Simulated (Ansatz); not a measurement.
`[SiH3][O][AlH][O][SiH3]` + HBr → `[SiH3][O][AlH][Br]` + `O[SiH3]`  (ligand exchange at the Al–O bond)

Program: Ansatz. Geometries: PBE0-D4/def2-TZVP. ΔE: electronic, gas phase. CCSD(T)/CBS is the MP2 limit (def2-TZVPP, def2-QZVPP) plus CCSD(T) − MP2 in def2-TZVPP, frozen cores. Functionals use def2-TZVPP. For Br outer-core shells are correlated without core-valence functions, which leaves a few kJ/mol of doubt a bond. Scalar relativity is left out up to krypton. One conformer a species, not always the lowest.

```json
{"level": "r2SCAN-D4", "ΔE (kJ/mol)": "-2.6", "difference from CCSD(T)/CBS": "-0.4"}
{"level": "BHLYP-D4", "ΔE (kJ/mol)": "3.7", "difference from CCSD(T)/CBS": "5.9"}
{"level": "ωB97X-V", "ΔE (kJ/mol)": "-1.4", "difference from CCSD(T)/CBS": "0.8"}
{"level": "revPBE", "ΔE (kJ/mol)": "-10.3", "difference from CCSD(T)/CBS": "-8.1"}
{"level": "PBE0", "ΔE (kJ/mol)": "-9.1", "difference from CCSD(T)/CBS": "-6.9"}
{"level": "r2SCANh", "ΔE (kJ/mol)": "-4.2", "difference from CCSD(T)/CBS": "-2.0"}
{"level": "BHLYP", "ΔE (kJ/mol)": "1.9", "difference from CCSD(T)/CBS": "4.1"}
{"level": "CCSD/def2-SVP", "ΔE (kJ/mol)": "9.1", "difference from CCSD(T)/CBS": "11.3"}
{"level": "MP2/def2-QZVPP", "ΔE (kJ/mol)": "-2.7", "difference from CCSD(T)/CBS": "-0.5"}
{"level": "SCS-MP2/def2-QZVPP", "ΔE (kJ/mol)": "1.1", "difference from CCSD(T)/CBS": "3.3"}
{"level": "CCSD(T)/CBS", "ΔE (kJ/mol)": "-2.2", "difference from CCSD(T)/CBS": "0"}
```

Largest T1 diagnostic among the species: 0.012.

Leaving LDA and LC-ωPBE aside and taking each functional with its dispersion term where it has one, the values, not all of them listed here, spread over 15.4 kJ/mol, from HSE06-D4 to CAM-B3LYP-D4. LDA lies +5.3 kJ/mol from PBE without D4. At CCSD(T), def2-SVP lies +10.9 kJ/mol from the extrapolated value and def2-TZVPP +4.4 kJ/mol.
